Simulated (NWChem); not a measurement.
Molecule: InH₂Br; SMILES [Br][InH2]

All runs: NWChem. This build's default masses of Se (78.918 u) and Br (79.917 u) are each other's, which moves their modes by up to 0.6 %. def2 effective core potentials on In; no spin-orbit coupling. Each level has its own optimisation; frequencies are unscaled.

For level B3LYP/3-21G (all-electron, non-relativistic):

```
Quantity     Result
-----------  ------
r H–In (Å)    1.758
r Br–In (Å)   2.554
```

Question: What are these values for level LDA (Slater exchange, VWN5)/def2-SVP (core potentials)?

Answer: 
- r H–In (Å): 1.714
- r Br–In (Å): 2.479
